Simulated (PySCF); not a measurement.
boron oxyfluoride anion (BFO), SMILES O=BF (connectivity only; charge and spin as stated), charge -1, multiplicity 2. Atoms are numbered in the order given.

```xyz
3

F      0.1032    -1.1732     0.0000
B     -0.3951     0.1112     0.0000
O      0.1309     1.2504     0.0000
```
Charge -1, spin multiplicity 2.

Geometry: PBE0-D3(BJ)/def2-TZVPD. The multiplicity is an assumed one; other spin states were not compared.

The numbers are results of B3LYP/def2-TZVPD (PySCF), not measurements.

Mulliken values depend strongly on the basis, most of all with diffuse functions as here. ESP charges are fitted to the potential on shells at 1.4 to 2.0 van der Waals radii. Atomic charges (e):

```json
[
 {"atom": "F1", "meta-Löwdin": "-0.42", "Mulliken": "-0.36", "ESP fit": "-0.11", "Mulliken spin": "0.03"},
 {"atom": "B2", "meta-Löwdin": "0.09", "Mulliken": "-0.06", "ESP fit": "-0.50", "Mulliken spin": "0.81"},
 {"atom": "O3", "meta-Löwdin": "-0.67", "Mulliken": "-0.59", "ESP fit": "-0.40", "Mulliken spin": "0.16"}
]
```
